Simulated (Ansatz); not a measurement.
These are frozen-core CCSD(T)/def2-TZVPP // PBE-D3(BJ)/def2-SVP (Ansatz, a quantum-chemistry and plane-wave program) values and carry that method's errors.

Ansatz 0.2 input:
```yaml
crystal:
  periodic: [false, false, false]
  atoms:
    - { symbol: Nb, position_ang: [-0.025637, -0.022557, 0.037592] }
    - { symbol: Cl, position_ang: [-1.170257, -1.025602, 1.715251] }
    - { symbol: F, position_ang: [0.851936, -1.380759, -0.899721] }
    - { symbol: F, position_ang: [-0.361308, 1.810551, 0.180639] }
    - { symbol: F, position_ang: [1.665009, 0.38887, 0.720858] }
    - { symbol: F, position_ang: [-1.18019, 0.03582, -1.431424] }
basis:
  gaussian: { orbitals: def2-TZVPP }
correlation:
  method: ccsd_t
```

Output:

```
Functional definition: HF
1462 factors; integrals over basis functions are off by at most 1.2e-3 eV
mean field evaluation 1: about -24865.0818 eV, gradient 7.2e1 eV
mean field evaluation 2: about -24865.2734 eV, gradient 7.2e1 eV
mean field evaluation 4: about -24874.1032 eV, gradient 3.2e0 eV
mean field evaluation 8: about -24874.1761 eV, gradient 4.1e-1 eV
mean field evaluation 16: about -24874.1772 eV, gradient 2.7e-6 eV
mean field -24874.17723710 eV, -914.1091531407 hartree, gradient 2.7e-6 eV, S^2 0.000000; 0 other end points of the search recorded, 0 dependent functions left out
9 core orbitals not correlated
reference -24874.17723710 eV, -914.1091531407 hartree; 24, 24 occupied and 189, 189 virtual orbitals, 1462 factors
second order -45.07993506 eV of doubles, -0.00000000 eV of singles
cycle   1  -42.96434522 eV  change     2.1e0 eV  update   2.5e-1
cycle   2  -44.36105743 eV  change    -1.4e0 eV  update   1.4e-1
cycle   3  -44.67997527 eV  change   -3.2e-1 eV  update   4.4e-2
cycle   4  -44.66086826 eV  change    1.9e-2 eV  update   1.5e-2
cycle   5  -44.63521258 eV  change    2.6e-2 eV  update   4.6e-3
cycle   6  -44.63475366 eV  change    4.6e-4 eV  update   1.8e-3
cycle   7  -44.63620762 eV  change   -1.5e-3 eV  update   8.0e-4
cycle   8  -44.63583534 eV  change    3.7e-4 eV  update   2.9e-4
cycle   9  -44.63580225 eV  change    3.3e-5 eV  update   1.1e-4
cycle  10  -44.63603964 eV  change   -2.4e-4 eV  update   4.3e-5
cycle  11  -44.63593294 eV  change    1.1e-4 eV  update   2.1e-5
cycle  12  -44.63590235 eV  change    3.1e-5 eV  update   9.1e-6
perturbative correction -1.93432276 eV, -0.0710850502 hartree
Total energy: -24920.74746222 eV, -915.8205773471 hartree
```

Cost: around 5 core-minutes (rough).
